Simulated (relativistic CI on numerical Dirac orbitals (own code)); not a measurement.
# Ligand-field terms of d2

Computed with a parametric ligand-field model of a d^n configuration (Racah B and C, spin-orbit zeta, crystal field), exact diagonalisation.

Field parameters in Wybourne normalisation: Oh B⁴₀ = 21Dq, B⁴₄ = √(5/14) B⁴₀. The field is a parameter set, without covalency.

B = 490 cm⁻¹, C = 2020 cm⁻¹ (C/B = 4.12), Oh, no spin-orbit coupling. Tanabe-Sugano data, E/B above the lowest term (Δ = |10Dq|; b, c mark the second and third term of a kind):

```csv
Δ/B,3T1,3T2,3A2,1T2,1E,1A1
1.0,0.00,0.81,1.81,13.59,14.06,21.22
3.0,0.00,2.49,5.49,14.12,14.96,23.04
5.0,0.00,4.22,9.22,14.46,15.29,24.65
7.0,0.00,6.00,13.00,14.66,15.38,26.05
9.0,0.00,7.82,16.82,14.77,15.38,27.24
11.0,0.00,9.66,20.66,14.82,15.35,28.24
13.0,0.00,11.53,24.53,14.85,15.30,29.09
15.0,0.00,13.42,28.42,14.85,15.25,29.80
17.0,0.00,15.32,32.32,14.84,15.20,30.39
19.0,0.00,17.23,36.23,14.83,15.15,30.90
21.0,0.00,19.16,40.16,14.82,15.11,31.32
23.0,0.00,21.09,44.09,14.80,15.07,31.69
25.0,0.00,23.03,48.03,14.78,15.03,32.00
27.0,0.00,24.97,51.97,14.76,14.99,32.28
29.0,0.00,26.92,55.92,14.75,14.96,32.51
31.0,0.00,28.88,59.88,14.73,14.93,32.72
33.0,0.00,30.84,63.84,14.71,14.90,32.91
35.0,0.00,32.80,67.80,14.70,14.87,33.07
37.0,0.00,34.77,71.77,14.68,14.85,33.22
39.0,0.00,36.74,75.74,14.67,14.83,33.35
41.0,0.00,38.71,79.71,14.66,14.81,33.47
43.0,0.00,40.68,83.68,14.64,14.79,33.57
45.0,0.00,42.66,87.66,14.63,14.77,33.67
47.0,0.00,44.64,91.64,14.62,14.75,33.76
```

The ground term stays 3T1.
